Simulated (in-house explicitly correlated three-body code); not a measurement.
Computed with an exponentially correlated three-body code. Model: two electrons around a point charge, non-relativistic, variational in 260 exponentially correlated functions (energies converged to about 1e-7 hartree, or 1e-8 relative for large Z).

For two electrons in a singlet the Kohn-Sham orbital is the square root of half the density, so the exact Kohn-Sham potential and energy parts follow from the density alone, and exchange is minus half the Hartree energy. The Kohn-Sham level equals minus the binding energy of the second electron.

Command:
```bash
python run_hyl.py task.json out
```
Settings (lengths in bohr, energies in hartree):
```
Z                      1.86
interaction_strength   1
functions              260
states_tried           13
```

Cost of the run: 42 s on 1 thread of Intel(R) Xeon(R) Platinum 8375C CPU @ 2.90GHz (Ice Lake), on a shared host.

**Those bound S and P states to n = 4 that converged, binding against the one-electron ion.**

Given: nuclear charge 1.86.

Computed: one-electron threshold -1.7298 hartree.

```csv
term,energy (hartree),binding (eV),quantum defect
1 1S,-2.45058474,19.614,0.28372
2 3S,-1.86421807,3.6577,0.34135
2 1S,-1.84028228,3.0064,0.17048
2 3P,-1.82821113,2.6779,0.06152
2 1P,-1.82155329,2.4967,-0.0075789
3 3S,-1.7817673,1.4141,0.33241
3 1S,?,?,?
3 3P,-1.77275133,1.1688,0.065763
3 1P,-1.77062948,1.111,-0.0095151
4 3S,-1.75725346,0.74705,0.32984
4 1S,-1.75490287,0.68308,0.16185
4 3P,?,?,?
4 1P,-1.75279663,0.62577,-0.010065
```

Question: What belongs in the row 3 1S?

Answer: energy (hartree): -1.77577249; binding (eV): 1.251; quantum defect: 0.16382.

Question: What belongs in the row 4 3P?

Answer: energy (hartree): -1.75370727; binding (eV): 0.65055; quantum defect: 0.06705.

**Converged states only, values per electron or pair.**

```csv
term,mean r (bohr),mean r squared (bohr²),mean inverse r (1/bohr),mean r12 (bohr),mean inverse r12 (1/bohr),mean cosine,mean p1 dot p2 (bohr⁻²),delta r1 (bohr⁻³),delta r12 (bohr⁻³)
1 1S,1.0188,1.4401,1.5484,1.5645,0.85886,-0.068638,0.14114,1.4192,0.077782
2 3S,2.8432,14.412,1.0668,4.9799,0.24016,-0.016162,0.0061047,1.057,-
2 1S,3.359,20.777,1.0481,5.9873,0.21841,-0.014219,0.0078464,1.049,0.0056771
2 3P,3.0765,17.804,1.045,5.4469,0.23084,-0.03234,-0.044431,1.014,-
2 1P,3.3458,21.162,1.036,5.954,0.21097,-0.0064479,0.030787,1.0248,0.00040808
3 3S,6.6338,88.788,0.98576,12.499,0.10349,-0.0042183,0.001523,1.0322,-
3 1S,7.4396,112.86,0.98077,14.104,0.096915,-0.0041182,0.0021418,1.0309,0.0015753
3 3P,7.3162,110.94,0.98004,13.864,0.10024,-0.0092829,-0.012956,1.0212,-
3 1P,?,?,?,?,?,?,?,?,?
4 3S,?,?,?,?,?,?,?,?,-
4 1S,13.266,372.64,0.95812,25.742,0.054388,-0.0017008,0.00086903,1.0269,0.00064279
4 3P,13.301,378.37,0.95783,25.816,0.05571,-0.0038383,-0.0053714,1.0229,-
4 1P,13.85,410.43,0.95667,26.909,0.053202,-0.00067884,0.004254,1.0242,6.1879e-05
```

Question: What belongs in the row 3 1P?

Answer: mean r (bohr): 7.7263; mean r squared (bohr²): 123.88; mean inverse r (1/bohr): 0.97729; mean r12 (bohr): 14.676; mean inverse r12 (1/bohr): 0.094274; mean cosine: -0.0016769; mean p1 dot p2 (bohr⁻²): 0.0098533; delta r1 (bohr⁻³): 1.0244; delta r12 (bohr⁻³): 0.00013996.

Question: What belongs in the row 4 3S?

Answer: mean r (bohr): 12.168; mean r squared (bohr²): 312.13; mean inverse r (1/bohr): 0.96013; mean r12 (bohr): 23.55; mean inverse r12 (1/bohr): 0.057178; mean cosine: -0.0016588; mean p1 dot p2 (bohr⁻²): 0.00059084; delta r1 (bohr⁻³): 1.0272.

**Electric-dipole lines between converged S and P states, rate of the upper state's decay.**

| s state | p state | p minus s (eV) | oscillator strength from s | rate (1/s) |
| --- | --- | --- | --- | --- |
| 1 1S | 2 1P | 17.117 | 0.23839 | 1.0102e+09 |
| 1 1S | 3 1P | 18.503 | 0.064683 | 3.2029e+08 |
| 1 1S | 4 1P | 18.988 | 0.026471 | 1.3804e+08 |
| 2 1S | 2 1P | 0.50964 | 0.42184 | 1.5848e+06 |
| 2 1S | 3 1P | 1.8953 | 0.12664 | 6.5802e+06 |
| 2 1S | 4 1P | 2.3806 | 0.042902 | 3.5167e+06 |
| 3 1S | 2 1P | -1.2458 | -0.16174 | 1.0892e+07 |
| 3 1S | 3 1P | 0.13995 | 0.69792 | 197710 |
| 3 1S | 4 1P | 0.62521 | 0.11648 | 658530 |
| 4 1S | 2 1P | -1.8137 | -0.027853 | 3.9755e+06 |
| 4 1S | 3 1P | -0.42794 | -0.33966 | 2.6992e+06 |
| 4 1S | 4 1P | ? | ? | ? |
| 2 3S | 2 3P | 0.9798 | 0.59723 | 8.2929e+06 |
| 2 3S | 3 3P | ? | ? | ? |
| 2 3S | 4 3P | 3.0072 | 0.01874 | 2.4512e+06 |
| 3 3S | 2 3P | -1.2638 | -0.23766 | 1.6471e+07 |
| 3 3S | 3 3P | 0.24534 | 0.98375 | 856440 |
| 3 3S | 4 3P | 0.76355 | 0.027973 | 235880 |
| 4 3S | 2 3P | -1.9309 | -0.034016 | 5.503e+06 |
| 4 3S | 3 3P | -0.42172 | -0.49221 | 3.7984e+06 |
| 4 3S | 4 3P | 0.096497 | 1.3393 | 180380 |

Question: What belongs in the row 4 1S 4 1P?

Answer: p minus s (eV): 0.057314; oscillator strength from s: 0.95428; rate (1/s): 45340.

Question: What belongs in the row 2 3S 3 3P?

Answer: p minus s (eV): 2.4889; oscillator strength from s: 0.042207; rate (1/s): 3.7818e+06.

**Exact Kohn-Sham parts of the ground state from its density.**

Computed: total energy -2.45058474 hartree; Kohn-Sham kinetic 2.4146 hartree; Hartree energy 1.8733 hartree; exchange energy -0.93663 hartree; kinetic part of the DFT correlation energy 0.035948 hartree; potential part of the DFT correlation energy -0.077767 hartree; exact minus restricted Hartree-Fock -0.041738 hartree; Kohn-Sham level -19.614 eV; dipole polarisability 2.0231 bohr³; C6 of two such species 2.5609 hartree·bohr⁶.

Question: What is the restricted Hartree-Fock level?

Answer: -20.012 eV.

Question: What is the DFT correlation energy?

Answer: -0.04182 hartree.

The correlation energy of density-functional theory lies 0.082 millihartree below exact minus Hartree-Fock, because the Hartree-Fock density, unlike the exact one, minimises the Hartree-Fock energy.
